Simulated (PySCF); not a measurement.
Unknown compound

An unknown has the formula C6H10OSi. Its calculated NMR data are:

$^{1}$H NMR (600 MHz, computed): δ 7.33 (d, 1H), 5.10 (m, 1H), 4.96 (m, 1H), 4.90 (m, 2H), 2.22 (q, 2H), 1.21 (t, 3H).

$^{13}$C{$^{1}$H} NMR (computed): δ 176.0 (C), 161.5 (CH), 97.6 (CH), 93.0 (CH), 38.6 (CH2), 16.8 (CH3).

All values are calculated (PySCF): shielding tensors at PBE0/pcSseg-1 (GIAO), geometry: GFN2-xTB. Non-relativistic, a single conformation, equivalent nuclei averaged, isolated molecule.

Chemical shifts δ = σref − σ; $^{1}$H (σref 31.72), $^{13}$C (σref 186.93) against TMS, all at this level.

Task: Choose the structure that fits.
A. C#CC(=O)C(C)(C)[SiH3]
B. CCc1ccoc1[SiH3]
C. CCC1=C[SiH2]C=CO1
D. C=C(C#C[SiH2]C)CO
E. C1=CC1OC1C[SiH2]C1

Result: C. 

- The formula gives 3 degrees of unsaturation (1 ring in the answer).
- 6 carbon signals for 6 carbons: no two carbons are equivalent.
- Carbon types of the structure: 1 × C, 3 × CH, 1 × CH2, 1 × CH3, leaving 2 H on heteroatoms.
- δC 176.0, 161.5: alkene carbon bearing oxygen; an sp2 carbon further deshielded by the attached heteroatom.
- δC 97.6, 93.0: β carbon of an enol-ether or enamine type C=C; the O or N lone pair pushes π density onto this β carbon and shields it.
- δC 38.6: allylic sp3 CH2; aliphatic region, no heteroatom directly attached.
- δH 7.33: hydrogen on an alkene carbon bearing oxygen; a vinylic proton, deshielded by the sp2 carbon and the C=C anisotropy.
- δH 5.10, 4.96: hydrogen on a β carbon of an enol-ether or enamine type C=C.

The others: C=C(C#C[SiH2]C)CO would give 5 signals for carbon-bound and other non-exchanging H, not 6; CCc1ccoc1[SiH3] would give 5 signals for carbon-bound and other non-exchanging H, not 6; C#CC(=O)C(C)(C)[SiH3] would give 5 carbon signals, not 6; C1=CC1OC1C[SiH2]C1 would give 4 carbon signals, not 6.

Shifts are as computed. Against solution values, carbons near 30 ppm lie about +3 ppm off and those near 130 ppm about +5 ppm. Of 1211 compounds with measured shifts, 218 miss one by over three times the rms of a fit or turn the order of signals round; such compounds aren't used in these exercises. No couplings were computed; multiplicities are counted from neighbouring protons, with m where these are inequivalent, close in shift, in a saturated or five-membered ring or joined by F or P, and br s for small geminal =CH2 splittings.
